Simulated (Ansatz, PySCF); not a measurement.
Members of the series Al-XY, Y = chloro; each row names its spin state. Gas-phase values, no solvent. One relaxed conformer stands for each flexible species; it need not be the lowest. Strings in code marks are SMILES.

Quantity: adiabatic spin-state energy, in eV. HF references are unrestricted for open shells and restricted for singlets. Levels without diffuse functions put anions too high.

Level 1: B3LYP/aug-cc-pVTZ // PBE0-D3(BJ)/def2-TZVPD (Ansatz, a first-principles code)
Level 2: PBE-D3(BJ)/def2-TZVPD // PBE0-D3(BJ)/def2-TZVPD (PySCF)
Level 3: HF/3-21G // PBE0-D3(BJ)/def2-TZVPD (PySCF)
Level 4: HF/6-31G* // PBE0-D3(BJ)/def2-TZVPD (PySCF)

| species | level 1 | level 2 | level 3 | level 4 |
|---|---|---|---|---|
| `[NH2][Al-][Cl]`: multiplicity 3 minus multiplicity 1 | 1.82 | 1.80 | 1.39 | 1.21 |
| `[AlH-][Cl]`: multiplicity 3 minus multiplicity 1 | 1.13 | 1.05 | ? | 0.56 |
| `N#[C][Al-][Cl]`: multiplicity 3 minus multiplicity 1 | 1.42 | ? | ? | ? |
| `[C-]#[N+][Al-][Cl]`: multiplicity 3 minus multiplicity 1 | 1.72 | 1.57 | 1.25 | 1.12 |
| `[OH][Al-][Cl]`: multiplicity 3 minus multiplicity 1 | ? | 1.92 | ? | 1.41 |
| `O=[CH][Al-][Cl]`: multiplicity 3 minus multiplicity 1 | 0.74 | 0.48 | 0.56 | 0.56 |
| `[SiH3][Al-][Cl]`: multiplicity 3 minus multiplicity 1 | ? | 0.92 | 0.57 | 0.420 |
| `[Cl][Al-][Cl]`: multiplicity 3 minus multiplicity 1 | 1.92 | ? | 1.49 | 1.25 |

Question: Some entries are withheld; supply them.

Answer: 
- `[AlH-][Cl]`: multiplicity 3 minus multiplicity 1, level 3: 0.66
- `N#[C][Al-][Cl]`: multiplicity 3 minus multiplicity 1, level 2: 1.24
- `N#[C][Al-][Cl]`: multiplicity 3 minus multiplicity 1, level 3: 0.89
- `N#[C][Al-][Cl]`: multiplicity 3 minus multiplicity 1, level 4: 0.79
- `[OH][Al-][Cl]`: multiplicity 3 minus multiplicity 1, level 1: 1.93
- `[OH][Al-][Cl]`: multiplicity 3 minus multiplicity 1, level 3: 1.66
- `[SiH3][Al-][Cl]`: multiplicity 3 minus multiplicity 1, level 1: 1.06
- `[Cl][Al-][Cl]`: multiplicity 3 minus multiplicity 1, level 2: 1.83
